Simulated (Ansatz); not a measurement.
Isolated molecules relaxed with PBE0-D4/def2-TZVP in Ansatz; ΔE leaves out vibrations. CCSD(T)/CBS is the MP2 limit (def2-TZVPP, def2-QZVPP) plus CCSD(T) − MP2 in def2-TZVPP, frozen cores. This one scheme is used for every species. Functionals use def2-TZVPP. Each species was taken in one conformer, which may not be the lowest.

Consider the formal exchange of groups at the Si–N bond: `O[SiH](F)N[SiH2]F` + BH₃ → `B[SiH2]F` + `N[SiH](O)F`.

**Question.** Is it downhill or uphill in electronic energy at CCSD(T)/CBS, and by how much? (Best estimate.)

**Answer.** Ansatz gave: Uphill: ΔE = +96.9 kJ/mol.

**Question.** What do these levels give: PBE-D4, r2SCAN-D4, B97M-V, PBE0-D4, PBE-QIDH, PBE, CAM-B3LYP, HF/def2-SVP, CCSD/def2-SVP, CCSD/def2-TZVPP, HF/def2-QZVPP, SCS-MP2/def2-QZVPP? (An estimate is asked.)

**Answer.** The calculation gave: PBE-D4 77.1, r2SCAN-D4 89.5, B97M-V 85.6, PBE0-D4 84.3, PBE-QIDH 94.4, PBE 72.9, CAM-B3LYP 92.2, HF/def2-SVP 99.5, CCSD/def2-SVP 93.3, CCSD/def2-TZVPP 97.1, HF/def2-QZVPP 105.7, SCS-MP2/def2-QZVPP 105.1 kJ/mol.

Largest T1 diagnostic among the species: 0.012.

The D4 term adds +6.5 kJ/mol with B3LYP and +3.8 kJ/mol with PBE0; it sums over pairs of atoms, weighted by their polarisabilities, and B3LYP, whose exchange is more repulsive, gets the larger term. At CCSD(T), def2-SVP lies −3.2 kJ/mol from the extrapolated value and def2-TZVPP +0.5 kJ/mol. From PBE to PBE0 (25 % exact exchange), in def2-TZVPP and without D4, ΔE moves by +7.6 kJ/mol.

B3LYP here is the variant with VWN-RPA as its local correlation; programs differ in this.
